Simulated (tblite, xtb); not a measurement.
H5OSi2 (SMILES [SiH2]O[SiH3]), doublet, geometry from GFN2-xTB. Base run: GFN1-xTB run with xtb.

The xtb input:
```
$ xtb mol.xyz --gfn 1 --uhf 1 --json

# file mol.xyz
8

Si     1.54379394    -0.43422342     0.39501136
O     -0.03710541    -0.09917460     0.23599515
Si    -1.43565834     0.41521007    -0.39304454
H      1.90743865    -1.40401670    -0.62842337
H      2.27646043     0.82369731     0.36453240
H     -1.24322432     1.78997057    -0.85374532
H     -1.76684789    -0.47438927    -1.50486579
H     -2.39088219     0.32432197     0.70700531
```

Programs used: tblite, xtb; a row that names a program was run with it.

Variants of this job, named by their change:

```tsv
change	ΔE vs base (kcal/mol)	dipole (D)	SCF cycles
base	0.000	0.65	10
program = tblite; method = gfn1; option = (--guess, eeq)	0.000	-	-
etemp = 5000	-0.92	0.65	10
program = tblite; method = gfn1; option = --grad	0.000	-	-
acc = 0.0001	0.000	0.65	15
program = tblite; method = gfn1; option = (--alpb, water)	-0.217	-	-
etemp = 1000	0.000	0.65	10
acc = 30	0.000	0.65	8
program = tblite; method = gfn1; option = (--efield, 0,0,0.1)	0.194	-	-
acc = 0.1	0.000	0.65	11
```

ALPB and GBSA are two models with their own fitted parameters for each solvent, which aren't always the measured dielectric constant.
